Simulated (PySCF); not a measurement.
Input file for PySCF: D3(BJ) and D4 dispersion corrections on O2Pt (SMILES [O]=[Pt]=[O]), 2S+1 = 1.

```python
from pyscf import gto
from pyscf.dispersion import dftd3, dftd4

mol = gto.M(
    atom='''
    Pt   -0.00975223    0.01482055   -0.02204041
    O     1.29032707    0.22145885   -1.09506750
    O    -1.31374355   -0.18890780    1.04678828
    ''',
    basis='def2-svp',
    charge=0, spin=0, verbose=0, max_memory=1800)
d3, d4 = {}, {}
for xc in ['hf', 'pbe', 'blyp', 'revpbe', 'tpss', 'r2scan', 'b3lyp', 'pbe0', 'bhlyp', 'camb3lyp', 'b2plyp']:
    d3[xc] = float(dftd3.DFTD3Dispersion(mol, xc=xc, version='d3bj', atm=False).get_dispersion()['energy'])
    print(f'D3(BJ) {xc:10s} {d3[xc]:14.8f} Eh')
for xc in ['hf', 'pbe', 'blyp', 'revpbe', 'tpss', 'r2scan', 'b3lyp', 'pbe0', 'bhlyp', 'camb3lyp', 'b2plyp']:
    d4[xc] = float(dftd4.DFTD4Dispersion(mol, xc={'camb3lyp': 'cam-b3lyp'}.get(xc, xc), atm=True).get_dispersion()['energy'])
    print(f'D4     {xc:10s} {d4[xc]:14.8f} Eh')
```

Program output:

```
D3(BJ) hf            -0.01673053 Eh
D3(BJ) pbe           -0.00148014 Eh
D3(BJ) blyp          -0.00351004 Eh
D3(BJ) revpbe        -0.00354782 Eh
D3(BJ) tpss          -0.00193653 Eh
D3(BJ) r2scan        -0.00037720 Eh
D3(BJ) b3lyp         -0.00293946 Eh
D3(BJ) pbe0          -0.00134518 Eh
D3(BJ) bhlyp         -0.00261300 Eh
D3(BJ) camb3lyp      -0.00133937 Eh
D3(BJ) b2plyp        -0.00151076 Eh
D4     hf            -0.00630753 Eh
D4     pbe           -0.00176290 Eh
D4     blyp          -0.00389053 Eh
D4     revpbe        -0.00484150 Eh
D4     tpss          -0.00236438 Eh
D4     r2scan        -0.00037152 Eh
D4     b3lyp         -0.00291406 Eh
D4     pbe0          -0.00147182 Eh
D4     bhlyp         -0.00247151 Eh
D4     camb3lyp      -0.00151145 Eh
D4     b2plyp        -0.00120165 Eh
```

The run finished.

Cost: about 0.010 core-seconds (a rough figure).
